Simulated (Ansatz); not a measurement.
`[BH2][SnH2][SiH3]` + H₂Te → `B[TeH]` + `[SiH3][SnH3]` at 600 K and 1 bar (cleavage of the B–Sn bond).

Calculated with Ansatz (gas phase, PBE0-D4/def2-TZVP geometries, no zero-point term in ΔE). CCSD(T)/CBS is the MP2 limit (def2-TZVPP, def2-QZVPP) plus CCSD(T) − MP2 in def2-TZVPP, frozen cores. def2 core potentials past Kr. For Sn, Te outer-core shells are correlated without core-valence functions, which leaves a few kJ/mol of doubt a bond.

```tsv
species	CCSD(T)/CBS energy (Eh)	H − E (kJ/mol)	S (J/(mol·K))
`[BH2][SnH2][SiH3]`	-532.05307	215.8	458.4
H₂Te	-268.91024	52.9	255.0
`B[TeH]`	-294.31292	103.0	312.8
`[SiH3][SnH3]`	-506.68362	166.8	381.7
```

H − E and S are ideal-gas, rigid-rotor, harmonic terms from PBE0-D4/def2-TZVP. 1 Eh = 2625.50 kJ/mol, R = 8.31446 J/(mol·K).

Q: By hand: ΔE, ΔH, ΔS and ΔG.

A: ΔE = (-294.31292) + (-506.68362) − (-532.05307) − (-268.91024) = -0.03323 Eh = -87.2 kJ/mol. Δ(H − E) = 103.0 + 166.8 − 215.8 − 52.9 = 1.1, so ΔH = -86.1 kJ/mol. ΔS = 312.8 + 381.7 − 458.4 − 255.0 = -18.9 J/(mol·K). ΔG = -86.1 − 600 × (-18.9)/1000 = -74.8 kJ/mol.

Q: By hand: the equilibrium constant, and the temperature at which ΔG would vanish if ΔH and ΔS stayed fixed.

A: log₁₀ K = −ΔG/(RT ln 10) = 6.5. ΔG = 0 at ΔH/ΔS = 4556 K, far beyond where these terms or the molecules hold.

ΔH outweighs TΔS. A doubt of 5 kJ/mol in ΔE shifts log₁₀ K by 0.4 here. These are equilibria of isolated gas molecules and say nothing of rates. Largest T1 diagnostic: 0.015 (customary marks: 0.02 for closed shells, 0.045 for open ones).
